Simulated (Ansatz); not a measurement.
CH$_{6}$F$_{2}$O$_{2}$Si$_{2}$, SMILES `O[SiH2]C[Si](O)(F)F`, relaxed with RKS PBE0-D4/def2-TZVP in Ansatz 0.2.0 from a GFN2-xTB geometry. The force threshold is 0.005 eV/Å; the program also tests the step.

Total charge 0; spin multiplicity 1.

Start:

```xyz
13

O     1.963   -0.667    0.682
Si    0.838    0.150    1.511
C    -0.341    1.045    0.298
Si   -1.029   -0.100   -1.003
O     0.139   -1.066   -1.568
F    -2.231   -1.021   -0.477
F    -1.731    0.611   -2.261
H     1.727   -1.064   -0.156
H     0.049   -0.750    2.355
H     1.601    1.129    2.276
H    -1.158    1.503    0.850
H     0.199    1.858   -0.184
H    -0.027   -1.630   -2.322
```

(1) By how much does the energy fall, and how many steps does the optimiser take? (An estimate is asked.)

(2) Which bonds change most? (Best estimate.)

(3) Give the relaxed structure. (Estimate.)

## Answers

(1) The calculation gave: 11.08 kJ/mol, in 14 steps.

(2) Ansatz gave: C3–Si4 from 1.864 to 1.826 Å; Si2–C3 from 1.914 to 1.882 Å; Si2–H9 from 1.464 to 1.489 Å; Si2–H10 from 1.458 to 1.482 Å.

(3) Ansatz gave: 
```xyz
13

O     2.075   -0.550    0.621
Si    0.845    0.147    1.455
C    -0.337    1.009    0.272
Si   -1.056   -0.087   -0.999
O     0.103   -1.117   -1.512
F    -2.281   -0.916   -0.426
F    -1.641    0.694   -2.250
H     1.801   -1.028   -0.169
H     0.064   -0.845    2.244
H     1.460    1.132    2.376
H    -1.152    1.467    0.844
H     0.209    1.816   -0.228
H    -0.089   -1.723   -2.230
```
